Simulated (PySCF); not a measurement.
C₆H₁₂N₂.
SMILES with atom numbers: `[CH2:1]=[CH:2][N:3]1[NH:4][CH2:5][CH2:6][C@@H:7]1[CH3:8]`

Geometry (GFN2-xTB, Å), atoms numbered from 1 in this order:
```
atom  x, y, z in Å
C1     2.7766    0.1502   -0.6719
C2     1.6147   -0.4737   -0.8459
N3     0.5420   -0.5142    0.0241
N4     0.4069    0.4663    1.0386
C5    -0.3639    1.5544    0.4376
C6    -1.3862    0.8010   -0.4258
C7    -0.8046   -0.6341   -0.5146
C8    -1.6000   -1.6203    0.3342
H9     3.5750    0.0201   -1.3778
H10    2.9875    0.7950    0.1649
H11    1.4738   -1.1210   -1.7019
H12    1.3219    0.7567    1.3666
H13    0.2526    2.2193   -0.1857
H14   -0.8267    2.1427    1.2303
H15   -2.3669    0.7851    0.0441
H16   -1.4804    1.2537   -1.4114
H17   -0.7611   -0.9892   -1.5472
H18   -1.1372   -2.6029    0.2926
H19   -1.6077   -1.2832    1.3666
H20   -2.6215   -1.6952   -0.0302
```

NICS = −σ at a ghost point: NICS(0) at the centroid of the ring atoms, NICS(1) 1 Å to either side along the normal of their mean plane, zz for the tensor component along that normal. Level: GIAO PBE0/pcSseg-1 (PySCF, non-relativistic, gas phase) on the GFN2-xTB geometry, one conformer.

Ring bond lengths (Å), with Mayer bond orders in brackets: N3–N4 1.417 (0.99), N4–C5 1.463 (0.93), C5–C6 1.536 (1.04), C6–C7 1.551 (0.99), C7–N3 1.455 (0.92).

Task: What do the NICS probes read (ppm)?

Result: 
```
          ring                                               type  NICS(0)  NICS(1), two faces  NICS(1)zz, two faces  rms pucker (Å)  centre to ring atoms, mean (Å)
N3–N4–C5–C6–C7  5-membered ring with 2 N; formal bonds all single     -8.7         -3.7 / -4.3           -7.1 / -6.4            0.18                            1.24
```

Task: What can be read from them?

Result: 
- N3–N4–C5–C6–C7: mean NICS(1)zz -6.8 ppm, shielded. C5, C6, C7 have four or more neighbours, so the value isn't read as a sign of a π ring current.

Task: At the second NICS(1) probe listed for ring N3–N4–C5–C6–C7, 1 Å off the ring, how large is the induced field along the normal in 9.4 T applied along it?

Result: NICSzz × B0 = -6.4 ppm × 9.4 T = -60 μT, against the applied field.

Task: Give the inner angles of the rings and the Hirshfeld charges of the ring atoms.

Result: 
- N3–N4–C5–C6–C7: N3 103.5° (-0.027 e), N4 105.7° (-0.116 e), C5 102.5° (-0.033 e), C6 103.7° (-0.075 e), C7 104.5° (+0.025 e); sum 519.9° against 540° for a flat convex ring.

The run took 31 s of wall time on one thread, Arm Neoverse V1 (aarch64), on a shared host, and the process peaked at 0.90 GiB of memory. This is the whole shielding run at PBE0/pcSseg-1, SCF included.
